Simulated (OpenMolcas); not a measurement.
## Re3+: moving or changing the point charges

Re3+ among 2 point charges of -2 e arranged as a linear pair (D∞h), 2.22 Å from the ion.
```
   0.0000    0.0000    2.2200  -2.00
   0.0000    0.0000   -2.2200  -2.00
```

| Property | Result |
| --- | --- |
| Program | OpenMolcas 26.06 |
| Method | CASSCF |
| Basis | ANO-RCC-VDZP [7s6p4d2f1g] |
| Scalar Hamiltonian | DKH2, point nucleus |
| Active space | 4 electrons in 5 orbitals (5d) |
| State averaging | 2S+1 = 5 even, 5 roots; 2S+1 = 3 even, 45 roots; 2S+1 = 1 even, 50 roots |
| Spin-orbit coupling | RASSI with atomic mean-field integrals over the reference wave functions |

Runs around this geometry, states (labels by Λ). Energies in cm-1 above the lowest state or level, χT in cm3 K/mol.

```
R (Å)  q (e)  Ground state  First state of that spin  First gap with spin-orbit (degeneracies)  χT at 300 K  First state of another spin
 2.22     -1            5Σ                   5Π 3167                               1770 (1, 2)        0.202                     3Φ 16230
 2.22     -2            5Σ                   5Π 1396                               1491 (1, 2)        0.273                     3Φ 11578
 2.34     -2            5Σ                   5Π 1932                               1551 (1, 2)        0.254                     3Φ 12932
```

Scaling the charges by -1 / -2 = 0.50 scales the first state of the same spin by 3167 / 1396 = 2.27; with fixed orbitals a first-order splitting would follow the charge.

Without dynamic correlation the repulsion within the d shell is too large (B by tens of per cent), so at a given field states of lower spin stand too high. Point charges give a weaker field than real ligands, and real ions of this kind are as a rule low spin; the high spin found here belongs to the model. Spin-orbit coupling mixes the spin-free states strongly: the lowest level takes only 42 % from its leading state, 5Σ (figures for R = 2.22, q = -1; the like holds for R = 2.22, q = -2, R = 2.34, q = -2). This shell can be high or low spin here, a state of another spin lies low, and with metal d orbitals alone active their balance is uncertain, so the ground spin may be wrong (holds for R = 2.22, q = -2; R = 2.34, q = -2). This is an electrostatic model: the charges have no orbitals. No measured value stands beside these numbers.
